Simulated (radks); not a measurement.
The numbers below are computed, except where a source is named.
The thallium ion Tl4+, configuration [Xe] 4f14 5d9 (the NIST ground configuration).

Code: a radial shooting solver on a logarithmic mesh with Libxc functionals. Model: Dirac Kohn-Sham, PBE, spin-unpolarised, spherical densities, finite nucleus; open shells fill j = l - 1/2 first; Fermi nuclear charge, rms radius 5.4759 fm.

Energy parts (hartree):
| part | energy |
|---|---|
| total | -20279.6101 |
| kinetic | 23478.5609 |
| electron-nucleus | -51096.2953 |
| Hartree | 7718.5597 |
| exchange-correlation | -380.4355 |

Orbitals (lengths in bohr, moments of r in powers of bohr; r(max) is where P^2 peaks):
orbital	occ.	eigenvalue (hartree)	r(max)	<r>	<r^4>
1s1/2	2	-3141.310	0.01003	0.01632	3.762e-07
2s1/2	2	-560.2755	0.05837	0.06808	0.00005419
2p1/2	2	-538.0804	0.04279	0.05589	0.00003201
2p3/2	4	-462.1771	0.05039	0.06468	0.00005093
3s1/2	2	-135.0160	0.1642	0.1770	0.001961
3p1/2	2	-124.9605	0.1530	0.1674	0.001701
3p3/2	4	-108.0860	0.1684	0.1835	0.002394
3d3/2	4	-91.42111	0.1309	0.1595	0.001576
3d5/2	6	-87.81699	0.1351	0.1644	0.001745
4s1/2	2	-31.45220	0.3695	0.3915	0.04331
4p1/2	2	-27.11079	0.3672	0.3931	0.04584
4p3/2	4	-23.00794	0.3985	0.4274	0.06368
4d3/2	4	-15.90543	0.3903	0.4333	0.07437
4d5/2	6	-15.13973	0.3998	0.4444	0.08205
4f5/2	6	-5.97178	0.3558	0.4642	0.1327
4f7/2	8	-5.80260	0.3603	0.4706	0.1404
5s1/2	2	-6.48136	0.8086	0.8759	1.063
5p1/2	2	-5.01820	0.8495	0.9370	1.446
5p3/2	4	-4.26611	0.9266	1.027	2.091
5d3/2	4	-2.23528	1.082	1.276	5.666
5d5/2	5	-2.14475	1.113	1.315	6.388

The highest occupied level is 5d5/2 at -58.362 eV. Summed over all electrons, <r^2> = 33.96 bohr^2, which gives a Langevin (diamagnetic) susceptibility term of -26.9 x 10^-6 cm^3/mol.
